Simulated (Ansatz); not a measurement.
Isomers of Cu₂O⁻ (doublet), relaxed with r2SCAN-D4/def2-TZVPD; total energies from Ansatz at PBE0-D4/def2-TZVPD.

```csv
isomer,description,energy (Eh)
A,point group C2v; 2 × Cu–O 1.78 Å,-3355.74243
B,point group D∞h; 2 × Cu–O 1.74 Å,-3355.73206
```

A: The highest occupied level of the charge -1 doublet lies above zero (up to 0.42 eV). By energy differences its removal costs 1.06 eV (vertical, to the charge 0 singlet, at PBE0-D4/def2-TZVPD); a positive level beside a positive removal energy at the same level points to self-interaction error. B: The highest occupied level of the charge -1 doublet lies above zero (up to 0.23 eV). It is a level of α spin, whose loss leaves a singlet; that state wasn't run at this geometry and level. The electron is either unbound and held by the finite basis, or the level is raised by self-interaction error.

The isomers come from a short search, and lower ones may exist.

Work out the relative energies (1 Eh = 2625.5 kJ/mol) and the Boltzmann populations at 1200 K from electronic energies alone (R = 8.314 J/mol/K).

ΔE: A 0.0, B 27.2 kJ/mol. RT = 9.98 kJ/mol. Factors exp(−ΔE/RT): A 1, B 0.0655; sum 1.066. Populations: A 93.9 %, B 6.1 %. Zero-point energy, vibrational entropy and symmetry numbers are left out and can shift these; an error of 4 kJ/mol changes a ratio by a factor of 1.5. Over the other density-functional and correlated levels in def2 sets, the gap between A and B ranges from 27 to 31 kJ/mol.
